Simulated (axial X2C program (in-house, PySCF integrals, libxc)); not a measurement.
## RhSH: the levels of the configuration d8 s0

Calculated with an axial X2C code built on PySCF integrals: two-component X2C with atomic mean-field Coulomb and Gaunt terms, basis Rh dyall-v3z, S dyall-av3z, H dyall-v3z (cores contracted in-house). Orbitals come from Hartree–Fock averaged over the configuration Rh d8 s0; CI then distributes these electrons over the d, s shells of Rh.

Rh–S–H held linear, bonds 2.394 and 1.340 Å (the second held) (near the minimum of the configuration average).

Active spinors (ω > 0):

```csv
shell,ω,ε (eV),character
d,3/2,-9.88,99% Rh d
d,5/2,-9.52,100% Rh d
d,1/2,-9.46,92% Rh d
d,3/2,-9.12,"93% Rh d, 3% S p"
d,1/2,-9.07,92% Rh d
s,1/2,-0.63,"58% Rh s, 31% Rh p, 4% S s"
```

Lowest levels of this model:

```
Ω  energy (cm⁻¹)     g∥  μ (D)  configuration
0              0   0.00  -6.24        100% d8
1            135   2.85  -6.26        100% d8
2            541   5.33  -6.37        100% d8
4            611  10.00  -6.41        100% d8
3            926   7.36  -6.48        100% d8
0           2450   0.00  -6.30        100% d8
1           2465   2.57  -6.26        100% d8
2           2864   3.93  -6.41        100% d8
3           2933   6.64  -6.43        100% d8
0           3528   0.00  -6.24        100% d8
1           4127   0.62  -6.44        100% d8
2           4218   2.78  -6.42        100% d8
1          10954   2.10  -6.33         99% d8
0          11032   0.00  -6.44        100% d8
2          11484   5.09  -6.23         99% d8
0          13871   0.00  -6.23         99% d8
0          14112   0.00  -6.27         99% d8
0          15694   0.00  -6.57         99% d8
0          17212   0.00  -6.18        100% d8
3          18247   6.01  -6.38         99% d8
4          20111   8.01  -6.70         99% d8
```

g∥ is the magnitude of 2⟨Lz + ge Sz⟩ for the +Ω component. μ is positive if the H end is positive.

This point took 1.8 s on 1 thread of Arm Neoverse V1, on a shared host.

Dynamic correlation is missing, so gaps between terms are too wide and other configurations may lie lower; the lowest level listed is that of this model, not necessarily the ground state. For d shells the ligand-field splittings (σ, π, δ) and their order can be off by a thousand cm⁻¹ or more. At most 4 roots were kept for each Ω > 0 (twice that for Ω = 0) within 3.2 eV of the lowest, so higher up levels can be missing between those listed; levels with Ω > 0 are doubly degenerate and listed once, Ω = 0 levels singly. Some active spinors are only partly of the character that their shell is named for, so the shell names and counts are nominal. States that fill the shells left empty in the average are placed too high. The molecule was held linear; bending was not examined. Hydrosulfides and their kin are strongly bent in nature, so this linear model does not describe the real molecule.
